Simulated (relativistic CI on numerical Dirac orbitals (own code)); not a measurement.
## Magnetism of Ir²⁺, 5d7, in a crystal field

Calculated by Dirac-Coulomb-Breit CI, orbitals from a KLI potential per configuration, model QED (radiative potential, 1s self-energy scaled to tabulated hydrogen-like ionisation energies), valence Slater integrals scaled by 0.75, one configuration in a parametric crystal field (own radial code).

Field parameters in Wybourne normalisation: D3d B²₀ = −7Dσ, B⁴₀ = −14Dq − 21Dτ, B⁴₃ = −14√(10/7) Dq; D4h B²₀ = −7Ds, B⁴₀ = 21(Dq − Dt), B⁴₄ = 21√(5/14) Dq; Td as Oh with Dq negative (B⁴₀ = 21Dq, B⁴₄ = √(5/14) B⁴₀). The field is a parameter set, without covalency.

S is read from ⟨S²⟩ = S(S + 1).

Powder χT (cm³ K mol⁻¹) by Van Vleck's formula, with temperature-independent terms:

```tsv
Field	2 K	5 K	10 K	20 K	50 K	100 K	200 K	300 K
D3d, 10Dq = 29650, Dσ = -810, Dτ = 20 cm⁻¹	0.171	0.178	0.189	0.212	0.279	0.382	0.505	0.56
D4h, 10Dq = 12900, Ds = 1030, Dt = -580 cm⁻¹	1.09	1.09	1.09	1.1	1.11	1.13	1.17	1.21
D4h, 10Dq = 24100, Ds = -340, Dt = 700 cm⁻¹	0.723	0.723	0.724	0.726	0.733	0.743	0.764	0.786
D4h, 10Dq = 33800, Ds = 850, Dt = -320 cm⁻¹	0.533	0.534	0.534	0.535	0.538	0.543	0.553	0.563
D4h, 10Dq = 34950, Ds = 2770, Dt = 190 cm⁻¹	0.555	0.555	0.556	0.557	0.56	0.564	0.574	0.584
D4h, 10Dq = 40550, Ds = 1670, Dt = -780 cm⁻¹	0.495	0.495	0.496	0.497	0.499	0.503	0.51	0.518
D4h, 10Dq = 41250, Ds = 1020, Dt = -760 cm⁻¹	0.493	0.493	0.493	0.494	0.497	0.501	0.511	0.519
Td, 10Dq = -8650 cm⁻¹	3.33	3.33	3.33	3.33	3.34	3.36	3.38	3.41
```

(1) For D4h, 10Dq = 41250, Ds = 1020, Dt = -760 cm⁻¹: what effective moment follows at 300 K?

Results:

(1) μ_eff = √(8χT) = 2.04 μB. The ground level has S = 0.53; the spin-only moment for S = 1/2 is 1.73 μB. The difference comes from the orbital moment, spin-orbit mixing of terms and temperature-independent paramagnetism, all larger in this ionic model than in covalent complexes.
